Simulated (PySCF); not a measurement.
C7H9Cl3O.
Atom-mapped SMILES: `[CH2:1]=[C:2]([CH2:3]/[CH:4]=[CH:5]\[C:6]([Cl:7])([Cl:8])[Cl:9])[O:10][CH3:11]` (hydrogens: H12, H13 on C1; H14, H15 on C3; H16 on C4; H17 on C5; H18, H19, H20 on C11)

Computed by this run: PBE0-D3(BJ)/def2-SVP geometry optimisation, gas phase (PySCF 2.14.0); density fitting, grid level 1; the optimiser is geomeTRIC in internal coordinates, started from a GFN2-xTB structure with every atom displaced at random (about 0.01 Å).

Step 1: E = -46977.5734 eV
```
atom  x, y, z in Å  |  force x, y, z in eV/Å
C1     -0.8884   -0.6876   -1.8603    0.621  -0.424   0.031
C2     -0.9239   -0.6280   -0.5223   -0.130   0.125   0.034
C3      0.2989   -0.7023    0.3520   -0.129  -0.139  -0.049
C4      0.6324    0.6019    0.9918    0.468   0.258  -0.087
C5      1.8087    1.2510    0.9498   -0.417  -0.281   0.026
C6      3.0587    0.7904    0.2535   -0.035   0.071  -0.017
Cl7     2.8195    0.6939   -1.5257    0.011  -0.014   0.067
Cl8     3.5950   -0.8149    0.8364    0.028   0.006  -0.008
Cl9     4.3626    1.9619    0.5711    0.038  -0.012  -0.014
O10    -2.0349   -0.4812    0.2297   -0.046   0.000   0.047
C11    -3.2598   -0.3193   -0.4313   -0.027   0.075   0.009
H12     0.0951   -0.8107   -2.3318   -0.273   0.083   0.018
H13    -1.7685   -0.7671   -2.4878   -0.200   0.223  -0.121
H14     0.0686   -1.4302    1.1526    0.052   0.010  -0.021
H15     1.1373   -1.0990   -0.2284    0.012  -0.012   0.015
H16    -0.1766    1.0864    1.5446   -0.070   0.018   0.017
H17     1.9083    2.2097    1.4574    0.029   0.085   0.032
H18    -4.0215   -0.1499    0.3415    0.021  -0.032  -0.011
H19    -3.5323   -1.2155   -1.0172    0.028   0.007   0.020
H20    -3.2365    0.5522   -1.1115    0.017  -0.048   0.012
```

Step 2: E = -46977.5766 eV
```
atom  x, y, z in Å  |  force x, y, z in eV/Å
C1     -0.9201   -0.7596   -1.8721   -0.200  -0.042  -0.072
C2     -0.9399   -0.6779   -0.5336    0.164   0.105  -0.067
C3      0.2914   -0.7817    0.3238    0.202  -0.093  -0.012
C4      0.6550    0.5327    0.9361   -0.147   0.188   0.110
C5      1.8002    1.2259    0.9303    0.003  -0.115  -0.032
C6      3.1072    0.8474    0.2915   -0.008  -0.047  -0.089
Cl7     2.9488    0.7186   -1.4922   -0.056  -0.036   0.035
Cl8     3.7310   -0.7129    0.9085   -0.088  -0.026  -0.002
Cl9     4.3221    2.1022    0.6453   -0.005   0.017   0.010
O10    -2.0286   -0.4579    0.2348    0.049  -0.007  -0.052
C11    -3.2578   -0.2662   -0.4073   -0.030   0.015  -0.009
H12     0.0121   -0.9224   -2.4145    0.045   0.024   0.165
H13    -1.8265   -0.6780   -2.4738    0.003   0.003   0.010
H14     0.0549   -1.4874    1.1409    0.054   0.016   0.024
H15     1.1141   -1.2114   -0.2560    0.073   0.005  -0.036
H16    -0.1711    1.0150    1.4695   -0.046   0.005  -0.007
H17     1.8310    2.1945    1.4340   -0.009  -0.012   0.019
H18    -3.9970   -0.0449    0.3731    0.007  -0.001  -0.001
H19    -3.5722   -1.1716   -0.9556    0.007  -0.002  -0.012
H20    -3.2115    0.5772   -1.1187   -0.019   0.003   0.016
```

**Question.** Estimate the geometry and energy of step 3. (The exact step hangs on the optimiser's Hessian estimate; all steps are aligned on step 2, rigid shifts and turns removed.)

**Answer.** E = -46977.5977 eV, largest force 0.207 eV/Å
```
atom  x, y, z in Å  |  force x, y, z in eV/Å
C1     -0.8944   -0.7323   -1.8679   -0.188  -0.043  -0.076
C2     -0.9230   -0.6625   -0.5294    0.121   0.086  -0.040
C3      0.3045   -0.7543    0.3347    0.062  -0.110   0.006
C4      0.6399    0.5619    0.9583   -0.143   0.116   0.076
C5      1.7897    1.2429    0.9399    0.039  -0.068  -0.020
C6      3.0697    0.8181    0.2775    0.023   0.019  -0.051
Cl7     2.8653    0.6766   -1.5001   -0.006  -0.009   0.006
Cl8     3.6531   -0.7563    0.8980   -0.026  -0.017   0.007
Cl9     4.3319    2.0364    0.5919   -0.005   0.007   0.002
O10    -2.0193   -0.4665    0.2343    0.028   0.006  -0.034
C11    -3.2484   -0.2883   -0.4123   -0.015   0.004  -0.007
H12     0.0479   -0.8752   -2.3963    0.052   0.018   0.114
H13    -1.7961   -0.6592   -2.4787    0.020   0.001   0.025
H14     0.0762   -1.4699    1.1453    0.041   0.005   0.020
H15     1.1388   -1.1651   -0.2433    0.019   0.019  -0.011
H16    -0.1883    1.0390    1.4941   -0.023  -0.017  -0.025
H17     1.8479    2.2138    1.4373    0.008  -0.022   0.008
H18    -3.9946   -0.0863    0.3665    0.003  -0.001   0.001
H19    -3.5453   -1.1935   -0.9704    0.006  -0.002  -0.013
H20    -3.2125    0.5623   -1.1155   -0.017   0.008   0.011
```

The energy changes by -0.0211 eV. The first-order estimate −F·Δx gives -0.0304 eV and the mean of the old and new forces, exact on a quadratic surface, -0.0200 eV. The step makes an angle of 75° with the force vector and moves no atom by more than 0.094 Å.

The cost below is that of the whole optimisation. The run took 7.0 min wall on one thread of an Arm Neoverse N1, shared host, and the process peaked at 0.97 GiB of memory.
